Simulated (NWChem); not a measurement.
CH₃FO₂Si; SMILES C([SiH2]F)(O)=O

```xyz
8

O     -0.7372     1.7364    -0.5774
C      0.0419     0.9153    -0.1629
O      1.1985     1.2248     0.4231
Si    -0.3886    -0.9410    -0.3476
F      0.7696    -1.8984     0.2631
H      1.2619     2.1970     0.4373
H     -1.6519    -1.1736     0.3966
H     -0.5285    -1.2154    -1.7998
```
Atoms are numbered in this order, from 1.

Computed with NWChem. Pople sets run with spherical d functions. The geometry was optimised at PBE0/def2-SVP. Isolated, static molecule.

GIAO at B3LYP/6-31G*: principal shieldings of O1 are -390.3, -206.9, 275.4 ppm; an isolated water molecule has σ = 321.2 ppm at the same levels.

Question: Find the isotropic 17O shift, its principal values, the span and the skew.

Answer: 
1. σ(iso) = one third of the sum = -107.3 ppm.
2. δ = σ(reference) − σ = 428.5 ppm against water.
3. δ11, δ22, δ33 = 711.5, 528.1, 45.8 ppm.
4. Span Ω = δ11 − δ33 = 665.7 ppm; skew κ = 3(δ22 − δ(iso))/Ω = 0.45.
